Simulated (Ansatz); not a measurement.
Gas-phase electronic energies from Ansatz, PBE0-D4/def2-TZVP geometries. CCSD(T)/CBS is the MP2 limit (def2-TZVPP, def2-QZVPP) plus CCSD(T) − MP2 in def2-TZVPP, frozen cores. Double bonds are as drawn, so ΔE can hold a change between cis and trans. DFT in def2-TZVPP. One conformer a species, not always the lowest.

`NC/C(F)=N/[SiH3]` + CH₃NH₂ → `CNCN` + `F/C=N/[SiH3]`  (substitution at a C–C bond)

```csv
level,ΔE (eV)
PBE-D4,0.41
PBE0-D4,0.43
B2PLYP,0.40
PBE0,0.42
```

Task: What does CCSD(T)/CBS give? (Best estimate.)

Result: The calculation gave: +0.42 eV. The listed levels differ from it by -0.01, 0.01, -0.02, 0.00 eV.

Largest T1 diagnostic among the species: 0.014.
